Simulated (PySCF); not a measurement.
Computed IR spectrum (relative IR intensity) of a molecule C6H6O. Geometry: PBE-D3(BJ)/def2-SVP. One conformer was computed; it need not be the lowest. These are PBE-D3(BJ)/def2-SVP (PySCF) values and carry that method's errors. Harmonic, unscaled wavenumbers; measured fundamentals usually lie a few per cent lower.

```
ν (cm⁻¹)  relative intensity
--------  ------------------
224                      6.1
412                      5.5
489                      6.7
515                      5.3
641                       35
650                       34
691                       39
804                      8.6
855                      7.5
880                      4.9
948                       41
971                      9.8
1007                     9.0
1042                     7.7
1145                     100
1177                     5.9
1219                     4.1
1260                     3.7
1271                     5.9
1352                     3.7
1428                     2.4
1639                      63
2166                     7.8
2907                      15
2974                      30
3069                      16
3162                     2.7
3203                     2.4
3409                      74
```

Q: Which molecule gave these data?
(A) C#CC(C#C)OC
(B) C=C=C1CC=CO1
(C) C=Cc1ccco1
(D) C#C[C@H]1C=COC1

A: D, C#C[C@H]1C=COC1
